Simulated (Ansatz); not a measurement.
H3O (SMILES [OH3+]), charge +1, singlet, geometry from GFN2-xTB; REVPBE/def2-SVPD (Ansatz, an electronic-structure program).

Input for Ansatz:
Ansatz 0.2 input:
```yaml
crystal:
  periodic: [false, false, false]
  atoms:
    - {symbol: O, position_ang: [0.07094020, 0.00288768, 0.03133554]}
    - {symbol: H, position_ang: [-0.02512652, 0.80502202, -0.52984156]}
    - {symbol: H, position_ang: [0.02737561, -0.82471664, -0.49851471]}
    - {symbol: H, position_ang: [-0.56977067, -0.00340678, 0.77767195]}
basis:
  gaussian:
    orbitals: def2-SVPD
hamiltonian:
  xc: revpbe
total_charge: 1
accuracy: high
```

The log (banner, timings and long lists left out):

```
Functional definition: revPBE
893 factors; integrals over basis functions are off by at most 3.3e-9 eV
mean field evaluation 1: about -2068.2987 eV, gradient 1.0e2 eV
mean field evaluation 2: about -2032.0330 eV, gradient 1.6e2 eV
mean field evaluation 4: about -2085.1538 eV, gradient 9.2e-1 eV
mean field evaluation 8: about -2085.1533 eV, gradient 1.3e-3 eV
mean field evaluation 16: about -2085.1533 eV, gradient 4.1e-9 eV
mean field -2085.15332238 eV, -76.6279712296 hartree, gradient 4.1e-9 eV, S^2 0.000000; 0 other end points of the search recorded, 0 dependent functions left out
reference -2085.15332673 eV, -76.6279713898 hartree; 5, 5 occupied and 42, 42 virtual orbitals, 893 factors
Total energy: -2085.15332673 eV, -76.6279713898 hartree
```
